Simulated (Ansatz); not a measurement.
Input for Ansatz (an electronic-structure program): R-BLYP/def2-TZVPPD on GeH4 (SMILES [GeH4]). Files ending in .json are basis or fitting sets from the Basis Set Exchange.

Ansatz 0.2 input:
```yaml
crystal:
  periodic: [false, false, false]
  atoms:
    - {symbol: Ge, position_ang: [-0.10153450, 0.06868751, 3.60219950]}
    - {symbol: H, position_ang: [0.50993495, 1.37855715, 3.08510093]}
    - {symbol: H, position_ang: [-0.19727010, 0.11971945, 5.13477870]}
    - {symbol: H, position_ang: [0.78696216, -1.11182431, 3.18528012]}
    - {symbol: H, position_ang: [-1.50605679, -0.11149435, 3.00902848]}
basis:
  gaussian:
    orbitals: def2-TZVPPD.json
hamiltonian:
  xc: {name: BLYP}
scf: {lower_state_search: off}
```

It printed:

```
WARN ansatz: RAYON_NUM_THREADS=1 ignored (pool sized by the plan → 1); use --threads N
Functional definition: BLYP
these checks for a lower state are left out or cut short: stability, starts, cluster_reference, orbital_swaps, neighbouring_geometries, increment
integrals: 0.03 GiB planned
609 factors; their error is unknown
mean field: 0.30 GiB planned
mean field evaluation 1: about -56583.1827 eV, gradient 2.8e1 eV
mean field evaluation 2: about -56583.6439 eV, gradient 3.1e1 eV
mean field evaluation 4: about -56584.2423 eV, gradient 6.3e-1 eV
mean field evaluation 8: about -56584.2393 eV, gradient 6.3e-4 eV
mean field -56584.23934372 eV, -2079.4324417066 hartree, gradient 2.6e-7 eV, S^2 0.000000; 0 other end points of the search recorded, 0 dependent functions left out
reference -56584.23961247 eV, -2079.4324515832 hartree; 18, 18 occupied and 104, 104 virtual orbitals, 609 factors
Total energy: -56584.23961247 eV, -2079.4324515832 hartree
Checks for a lower state left out: stability, starts, cluster_reference, orbital_swaps, neighbouring_geometries, increment
```

The run converged.

Cost: roughly 1.1 core-seconds.
